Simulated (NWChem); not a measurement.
**Extrapolating the CCSD(T) correlation energy of boron oxyfluoride (BFO)**

```
B
O 1 1.2051
F 1 1.2827 2 180.00
```
Charge 0, spin multiplicity 1.

The numbers come from NWChem runs, not from measurements. Structure: optimised with PBE0/def2-SVP, a minimum by its harmonic frequencies.

The correlated methods keep 3 core orbitals frozen. Coupled-cluster values serve here as a point of comparison, not as the truth.

Worked example. The CCSD(T) correlation energy is -460.18 mHa in cc-pVDZ and -588.26 mHa in cc-pVTZ. The form E(X) = E∞ + A/X³ turns the pair into an estimate of the basis-set limit.

E∞ = (3³·(-588.26) − 2³·(-460.18))/(3³ − 2³) = -642.2 mHa. The larger basis holds 92 % of that, at about 10 times the processor time of the smaller one. This is a two-point estimate, and a rough one from so small a pair.
